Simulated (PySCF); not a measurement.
Identify the compound

The spectra below were simulated for a compound C6H8F2O.

¹H NMR (300 MHz, computed): δ 6.06 (m, 1H), 4.31 (m, 2H), 4.10 (m, 2H), 2.09 (s, 3H).

¹³C{¹H} NMR (computed): δ 139.4 (C), 137.3 (CH), 120.0 (C), 74.8 (CH2), 69.4 (CH2), 17.7 (CH3).

All values are calculated (PySCF 2.14.0 with density-fitted response routines): GIAO PBE0/pcSseg-1 shieldings, geometry from GFN2-xTB. Single conformer, gas phase, non-relativistic Hamiltonian, one averaged value for each set of equivalent atoms.

Chemical shifts δ = σref − σ; ¹H (31.72 ppm), ¹³C (186.93 ppm) vs TMS, all at this level.

Question: Which of these isomers gave the spectra?
A. C=C/C=C(/OC)C(F)F
B. CC1=CCOCC1(F)F
C. C=C(F)[C@@H](F)[C@H](C)C=O

Answer: B. 

- The formula gives 2 degrees of unsaturation (1 ring in the answer).
- 6 carbon signals for 6 carbons: no two carbons are equivalent.
- Carbon types of the structure: 2 × C, 1 × CH, 2 × CH2, 1 × CH3, which accounts for all hydrogens.
- δC 139.4: fully substituted alkene carbon; the olefinic region.
- δC 137.3: alkene CH; as expected for a trigonal carbon in a double bond.
- δC 120.0: allylic fully substituted sp3 carbon bonded to 2 F; 2 electronegative neighbours deshield it.
- δC 74.8: sp3 CH2 bonded to O; deshielded by the electronegative neighbour.
- δC 69.4: allylic sp3 CH2 bonded to O; the inductive effect lowers its shielding.

The others: C=C/C=C(/OC)C(F)F would give 6 signals for carbon-bound and other non-exchanging H, not 4; C=C(F)[C@@H](F)[C@H](C)C=O would give 6 signals for carbon-bound and other non-exchanging H, not 4.

Splittings by ¹⁹F in the carbon and heteronuclear signals aren't shown, as no couplings were computed. Shifts are as computed. Against solution values, carbons near 30 ppm lie about +3 ppm off and those near 130 ppm about +5 ppm. Of 1211 compounds with measured shifts, 218 miss one by over three times the rms of a fit or turn the order of signals round; such compounds aren't used in these exercises. No couplings were computed; multiplicities are counted from neighbouring protons, with m where these are inequivalent, close in shift, in a saturated or five-membered ring or joined by F or P, and br s for small geminal =CH2 splittings.
